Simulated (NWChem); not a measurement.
Everything below was run with NWChem. System: Cl2Mg, charge 0, spin multiplicity 1, at a geometry optimised with PBE0/def2-SVP. The structure started from a generated list of species. Level: B3LYP/6-31G* (spherical d), VWN1-RPA local correlation.

The NWChem input:

```
start mol
memory heap 200 mb stack 900 mb global 1100 mb
geometry units angstroms nocenter noautoz
  Mg     0.000000     0.000000     0.000000
  Cl     0.000000     0.000000    -2.192979
  Cl     0.000000     0.000000     2.192979
  symmetry group D2h
end
basis spherical
  * library 6-31g*
end
dft
  xc b3lyp
  semidirect memsize 60000000 filesize 0
  iterations 100
end
property
  dipole
  response 1 0.0
end
task dft property
```

Output (cleaned and shortened):

```
             Northwest Computational Chemistry Package (NWChem) 7.3.0
             --------------------------------------------------------

                                NWChem Input Module
                                -------------------

 Scaling coordinates for geometry "geometry" by  1.889725989
 (inverse scale =  0.529177249)

 Turning off AUTOSYM since
 SYMMETRY directive was detected!

                             Geometry "geometry" -> ""
                             -------------------------

 Output coordinates in angstroms (scale by  1.889725989 to convert to a.u.)

  No.       Tag          Charge          X              Y              Z
 ---- ---------------- ---------- -------------- -------------- --------------
    1 Mg                  12.0000     0.00000000     0.00000000     0.00000000
    2 Cl                  17.0000     0.00000000     0.00000000    -2.19297900
    3 Cl                  17.0000     0.00000000     0.00000000     2.19297900

 Effective nuclear repulsion energy (a.u.)     133.3211262271

            Nuclear Dipole moment (a.u.)
            ----------------------------
        X                 Y               Z
 ---------------- ---------------- ----------------
     0.0000000000     0.0000000000     0.0000000000

      Symmetry information
      --------------------

 Group name             D2h
 Group number             26
 Group order               8
 No. of unique centers     2

      Symmetry unique atoms

     1    2


 Summary of "ao basis" -> "" (spherical)
 ------------------------------------------------------------------------------
       Tag                 Description            Shells   Functions and Types
 ---------------- ------------------------------  ------  ---------------------
 *                           6-31g*                   on all atoms

                              NWChem Property Module
                              ----------------------

                                 NWChem DFT Module
                                 -----------------

 Summary of "ao basis" -> "ao basis" (spherical)
 ------------------------------------------------------------------------------
[...]
     2   0 1 1      0.000000      0.000000      0.000000      0.000000
     2   0 0 2    -37.455628   -310.682559   -310.682559    583.909491

 *** CALLING NEW AORESP DRIVER FOR CLOSED AND OPEN SHELLS ***
 Entering AOResponse driver routine

--------------------------------------------------------------------------------

          ****************
          *** RESPONSE ***
          ****************

 Response module for NWChem and dynamic CPKS solver

          -----------------------------------------------
          Solving response equations for perturbing field
          -----------------------------------------------

 number of frequencies:     1
 frequency in a.u.:  0.0000000E+00
 Perturbing field: electric
 Using El. Dipole Length Gauge

 Setting up CPKS with frequency omega =      0.00000000 a.u.

 STATIC response

                                NWChem CPHF Module
                                ------------------

  scftype          =     RHF
  nclosed          =       23
  nopen            =        0
  variables        =      713
  # of vectors     =        3
  tolerance        = 0.10D-03
  level shift      = 0.00D+00
  max iterations   =       50
  max subspace     =       30

  int2e_file: Failed to allocate cache ... halving
 SCF residual:    1.7109700383450755E-005

Iterative solution of linear equations
  No. of variables      713
  No. of equations        3
  Maximum subspace       30
        Iterations       50
       Convergence  1.0D-04

   iter   nsub   residual    time
   ----  ------  --------  ---------
     1      3    2.83D+00       2.5
     2      6    1.16D+00       3.3
     3      9    2.15D-01       4.1
     4     12    2.19D-02       4.8
     5     15    3.41D-04       5.6
     6     18    2.87D-05       6.5

 Electric Dipole Response Matrix (nonzero elements):

              1        2        3
    1   29.1793  -0.0000  -0.0000
    2   -0.0000  29.1793   0.0000
    3   -0.0000   0.0000  57.3802

 ------------------------------------------
 average:        38.57959 + I       0.00000

 DFT Linear Response polarizability / au
 Frequency  =       0.0000000 / au
 Wavelength = -999999.0000000 / nm
              X              Y              Z
 -----------------------------------------------
 X      29.1792572     -0.0000000     -0.0000000
 Y      -0.0000000     29.1792572      0.0000000
 Z      -0.0000000      0.0000000     57.3802439
 -----------------------------------------------
 Eigenvalues =      29.1792572     29.1792572     57.3802439
 Isotropic   =      38.5795861
 Anisotropic =      28.2009868
 -----------------------------------------------

 Magnetic Dipole Response Matrix (nonzero elements):
 Optical rotation tensor Beta

 *** static G'=0. Use GPRIME input with finite omega
 *** or better ORBETA without GPRIME for small or zero freq.

 zero matrix

 ------------------------------------------
 average:         0.00000 + I       0.00000

 Exiting AOResponse driver routine

          -------------
          Dipole Moment
          -------------

 Center of charge (in au) is the expansion point
         X =       0.0000000 Y =       0.0000000 Z =       0.0000000

   Dipole moment        0.0000055151 A.U.
             DMX        0.0000000001 DMXEFC        0.0000000000
             DMY        0.0000000004 DMYEFC        0.0000000000
             DMZ        0.0000055151 DMZEFC        0.0000000000
   -EFC- dipole         0.0000000000 A.U.
   Total dipole         0.0000055151 A.U.

   Dipole moment        0.0000140180 Debye(s)
             DMX        0.0000000002 DMXEFC        0.0000000000
             DMY        0.0000000009 DMYEFC        0.0000000000
             DMZ        0.0000140180 DMZEFC        0.0000000000
   -EFC- dipole         0.0000000000 DEBYE(S)
   Total dipole         0.0000140180 DEBYE(S)

 1 a.u. = 2.541766 Debyes

 Task  times  cpu:        6.5s     wall:        6.5s

 Total times  cpu:        6.5s     wall:        6.5s
```
